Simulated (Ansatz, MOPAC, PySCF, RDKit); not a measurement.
Dimer: GeH3I (SMILES [GeH3][I]) (first 5 atoms) with CH4 (SMILES C); geometry from B3LYP-D3(BJ)/def2-TZVP, rigid monomers moved along the line of their centres of mass till Ge1···C6 is 3.51 Å.
(charge 0, multiplicity 1):
```xyz
10

Ge    -0.96600     1.13646     0.75836
I      0.21708    -0.99698     0.05100
H      0.06753     2.02845     1.45395
H     -1.50920     1.79795    -0.51394
H     -2.09979     0.74161     1.71024
C      0.06128    -0.04571     3.89734
H      0.44129    -0.63477     3.06406
H      0.44028    -0.45382     4.83322
H      0.39057     0.98756     3.79449
H     -1.02746    -0.08236     3.90147
```

Interaction energies are E(AB) − E(A) − E(B) at the monomers' geometry in the complex; basis-set methods are counterpoise corrected. RDKit's UFF carries no charges.

The state reached by PM6 isn't checked.

Run with Ansatz (Gaussian orbitals); MOPAC for PM6 (differences of heats of formation); PySCF for the dispersion terms; RDKit for the force fields. Each number belongs to the level named beside it. In def2 rows elements past Kr take small-core potentials, without spin–orbit coupling.

One of these levels gives -24.5 meV for the interaction energy. Name it.
A) UFF
B) HF/def2-SVPD
C) r2SCAN-D4/def2-TZVPPD
D) PM6

A, UFF. The others give 16.0 (PM6), 147.7 (HF/def2-SVPD), -0.5 (r2SCAN-D4/def2-TZVPPD)

Ansatz is a program for electronic structure.
